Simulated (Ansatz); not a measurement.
A nudged elastic band was laid between two geometries of CH6AlNOSn (11 atoms, charge 0, multiplicity 1).

All numbers below come from Ansatz 0.2.0, RKS PBE0/def2-SVP.

```yaml
movable_images: 5
climbing_image: yes
spring: 5.0 eV/Å²
optimiser: quadratic models (default)
start_path: through a guess of the saddle point
force_threshold: 0.05 eV/Å
iteration_limit: 60
end_points: relaxed
```

Initial state:

```xyz
11
Properties=species:S:1:pos:R:3
N -1.766 1.191 0.277
C -0.628 1.260 -0.276
O -0.100 2.460 -0.560
Sn 0.702 -0.385 -0.868
Al 0.853 -2.031 1.216
H -2.062 0.231 0.450
H -0.755 3.117 -0.264
H -0.092 -1.129 -2.200
H 2.175 0.270 -1.448
H 2.207 -2.761 1.625
H -0.468 -2.280 2.069
```

Final state:

```xyz
11
Properties=species:S:1:pos:R:3
N -1.651 1.245 0.461
C -0.614 1.280 -0.266
O -0.211 2.446 -0.793
Sn 0.706 -0.372 -0.854
Al 0.788 -2.092 1.174
H -1.855 0.308 0.807
H -0.856 3.112 -0.494
H -0.026 -1.059 -2.250
H 2.212 0.282 -1.346
H -0.474 -2.178 2.144
H 2.047 -3.029 1.437
```

Task: What changes between the two ends?

Result: No bond is made or broken. The dihedral C2–Sn4–Al5–H10 goes from -142 to 28°.

Task: Give the energies along the band, and the barrier.

Result: It converged. The highest image is number 4 of 0 to 6, 0.016 eV above the ends, which have the same energy within 2 meV. A structure lower than the first end lies on the path between it and the top, so the climb from that side starts below the end, which may itself be a saddle point or a shallow side well. A vibrational analysis at the climbing image gives one clearly imaginary mode, 45i cm⁻¹: a first-order saddle point.

```json
{"image": "0", "path coordinate (Å)": "0.00", "energy (eV)": "0.000", "dihedral C2–Sn4–Al5–H10 (°)": "-142"}
{"image": "1", "path coordinate (Å)": "1.15", "energy (eV)": "-0.006", "dihedral C2–Sn4–Al5–H10 (°)": "-121"}
{"image": "2", "path coordinate (Å)": "2.29", "energy (eV)": "0.001", "dihedral C2–Sn4–Al5–H10 (°)": "-84"}
{"image": "3", "path coordinate (Å)": "3.43", "energy (eV)": "0.009", "dihedral C2–Sn4–Al5–H10 (°)": "-49"}
{"image": "4", "path coordinate (Å)": "4.58", "energy (eV)": "0.016", "dihedral C2–Sn4–Al5–H10 (°)": "-17"}
{"image": "5", "path coordinate (Å)": "5.64", "energy (eV)": "0.013", "dihedral C2–Sn4–Al5–H10 (°)": "4"}
{"image": "6", "path coordinate (Å)": "6.70", "energy (eV)": "0.000", "dihedral C2–Sn4–Al5–H10 (°)": "28"}
```

Task: What is the geometry of the highest image?

Result: 
```xyz
11
Properties=species:S:1:pos:R:3
N -1.773 1.426 0.205
C -0.597 1.321 -0.252
O 0.165 2.417 -0.385
Sn 0.481 -0.486 -0.876
Al 0.935 -2.078 1.211
H -2.258 0.532 0.261
H -0.381 3.164 -0.078
H -0.550 -1.229 -2.037
H 1.908 -0.006 -1.699
H 0.819 -1.511 2.693
H 1.317 -3.606 0.980
```

Run time: 4.1 min on 2 threads of AMD EPYC 9R45 96-Core Processor (Zen 5), with other jobs on the host, peak memory 0.33 GiB.
